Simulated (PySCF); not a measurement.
A GIAO shielding run with PySCF 2.14 (density fitting, non-relativistic, gas phase) on `CS[Si@@H]1C[SiH2][SiH2][SiH2]1`, C2H12SSi4:

```
$ OMP_NUM_THREADS=1 python probes_run.py task.json out

{"job": {"kind": "nmr", "xc": "PBE0", "basis": "pcSseg-1"}, "charge": 0, "multiplicity": 1}
C      3.467105     0.426809    -0.527534
S      2.268393    -0.586542    -1.438782
Si     0.685687    -0.591770     0.035051
C     -0.739690    -1.593232    -0.739602
Si    -2.481073    -1.166374    -0.072848
Si    -2.433977     1.126481     0.317442
Si    -0.142543     1.544013     0.481718
H      3.755561    -0.084080     0.386297
H      3.028147     1.393777    -0.297314
H      4.331932     0.553073    -1.169960
H      1.240285    -1.340876     1.172738
H     -0.731790    -1.419088    -1.816708
H     -0.552372    -2.658625    -0.616183
H     -3.470105    -1.673231    -1.030840
H     -2.680480    -1.934529     1.164502
H     -3.091916     1.913999    -0.734246
H     -3.161059     1.514387     1.533420
H      0.315286     2.018641     1.796632
H      0.382807     2.566418    -0.436080
```

Hardware: 1 thread of an Arm Neoverse N1, shared host. The job also computes population analyses, field gradients, ring-centre shieldings.

(1) How large is the calculation?

(2) How long does it take, and how much memory does it need?

Answers

(1) 96 electrons, 214 basis functions and 1231 auxiliary functions.

(2) 70 s of wall time, with 12 SCF cycles and 5 response iterations; peak memory 1.1 GiB. Times on a shared host scatter by some tens of per cent.
